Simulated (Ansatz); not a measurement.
Molecule: sum formula AlH₂F (charge 0, singlet). 
Geometry from a B3LYP-D3(BJ)/def2-TZVP (Ansatz, a first-principles code) optimisation:
```
Al
F 1 1.6554
H 1 1.5699 2 116.96
H 1 1.5699 3 126.08 2 -180.00
```

Quantity: vertical triplet-singlet gap (E(triplet) - E(singlet); each state is the SCF solution reached for its spin; for the triplet the Hartree-Fock reference is unstable and T1 is 0.024), in kcal/mol. Correlated levels leave the core frozen unless marked. UHF or UKS for open shells. Spin-orbit coupling is left out. Non-relativistic.  The program attaches cautions to a run behind CCSD/def2-SVPD: other roots. The program attaches cautions to a run behind CCSD/aug-cc-pV(Q+d)Z: other roots. The program attaches cautions to a run behind CCSD(T)/def2-SVPD: other roots. The program attaches cautions to a run behind CCSD(T)/aug-cc-pV(Q+d)Z: other roots. The program attaches cautions to a run behind CCSD(T)/def2-QZVPPD: other roots.

| level | program | vertical triplet-singlet gap (kcal/mol) |
|---|---|---|
| RI-HF/def2-TZVPPD | Ansatz | 132.6 |
| B3LYP/def2-TZVPD | Ansatz | 126.3 |
| PBE0/def2-TZVPD | Ansatz | 124.0 |
| wB97M-V/def2-TZVPD | Ansatz | 134.8 |
| B2PLYP/def2-TZVPD | Ansatz | 130.9 |
| RI-MP2/aug-cc-pV(T+d)Z | Ansatz | 140.2 |
| RI-MP2/aug-cc-pV(Q+d)Z | Ansatz | 140.8 |
| RI-MP2/def2-TZVPPD | Ansatz | 140.5 |
| RI-MP2/def2-QZVPPD | Ansatz | 140.8 |
| CCSD/def2-SVPD | Ansatz | 134.4 |
| CCSD/aug-cc-pV(Q+d)Z | Ansatz | 135.0 |
| CCSD(T)/def2-SVPD | Ansatz | 132.9 |
| CCSD(T)/aug-cc-pV(Q+d)Z | Ansatz | 133.0 |
| CCSD(T)/def2-QZVPPD | Ansatz | 133.0 |
